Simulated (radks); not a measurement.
The nuclear charge of neutral tin is varied continuously with 50 electrons held in [Kr] 4d10 5s2 5p2. Method: Dirac Kohn-Sham, PBE, spin-unpolarised, spherical densities, point nucleus; open shells are shared between the two j in proportion to 2j + 1; computed with a radial shooting solver on a logarithmic mesh with Libxc functionals. By the Hellmann-Feynman theorem dE/dZ = E(electron-nucleus)/Z, the electronic potential at the nucleus.

\begin{tabular}{lrrrrr}
Z & E (hartree) & E(electron-nucleus)/Z (hartree) & HOMO & e(HOMO) (eV) & <r> HOMO (bohr) \\ \hline
49.75 & -6104.26738 & -297.886 & 5p3/2 & -1.909 & 3.561 \\
50 & -6179.00165 & -299.988 & 5p3/2 & -3.557 & 3.303 \\
50.25 & -6254.26134 & -302.089 & 5p3/2 & -5.386 & 3.107 \\
50.5 & -6330.04611 & -304.189 & 5p3/2 & -7.374 & 2.949 \\
50.75 & -6406.35590 & -306.289 & 5p3/2 & -9.503 & 2.817 \\
51 & -6483.19074 & -308.390 & 5p3/2 & -11.763 & 2.705 \\
\end{tabular}

The central difference of E at Z = 50 is -299.988 hartree, to compare with the third column; the second derivative is -8.41 hartree.
